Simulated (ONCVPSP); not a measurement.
cadmium (Cd), ONCV: configuration errors across variants

ONCVPSP 4.0.1 input, shortened (lines: element, Z, core and valence counts, functional; n l f; lmax; l rc ep ncon nbas qcut; lloc lpopt rc5 dvloc0; l nproj debl; icmod fcfact rcfact), PBEsol, scalar-relativistic:

```
  Cd 48.00    6    4  -116133      upf
    1    0    2.00
    2    0    2.00
    2    1    6.00
    3    0    2.00
    3    1    6.00
    3    2   10.00
    4    0    2.00
    4    1    6.00
    4    2   10.00
    5    0    2.00
    2
    0    1.45    0.00    4    8    8.40
    1    1.25    0.00    4    8    9.20
    2    1.35    0.00    4    9   10.90
    4    5    1.10    4.00
    0    2    3.20
    1    2    1.30
    2    2    1.30
    1    0.25    0.00
```

In the p channel the program set the typed energies aside and used -2.458, 0.250 Ha.

All-electron excitation energies from the reference (eV): (1) 4s2 4p6 4d10 5s1 9.309; (2) 4s2 4p6 4d10 5s0 26.406; (3) 4s2 4p6 4d9 5s0 64.404; (4) 4s2 4p5 4d10 5s2 74.128.

Errors AE − PS in meV (a dash: test not solved or not reliable):

| change | (1) | (2) | (3) | (4) | bound ghosts | GHOST(+) flags above zero |
| --- | --- | --- | --- | --- | --- | --- |
| base | -1.9 | -7.0 | -11 | -61 | none | none |
| core correction Teter function, fcfact 5.5, rcfact 1.7 | -2.0 | -8.0 | -11 | -65 | none | none |
| p: qcut 9.5 | -1.9 | -7.0 | -11 | -58 | none | none |
| p: nbas 7 | -1.9 | -7.0 | -11 | -58 | none | none |
| d: rc 1.25, qcut 11.8, nproj 0; local potential the d channel | -1.9 | -7.0 | -10 | -58 | none | s |
| s: qcut 11.6; p: qcut 12.7; d: qcut 15 | -1.5 | -4.6 | -9.6 | -48 | none | none |
| p: rc 1.08; local potential polynomial inside 1.08 bohr (lpopt 5, dvloc0 4 Ha) | -1.9 | -7.0 | -12 | -45 | none | s |
| p: rc 1.32 | -1.9 | -6.9 | -11 | -69 | none | none |

Task: Give the same row for: d: qcut 16.3.

Result: -2.0, -7.8, -40, -63; bound ghosts: none; GHOST(+) flags above zero: d.
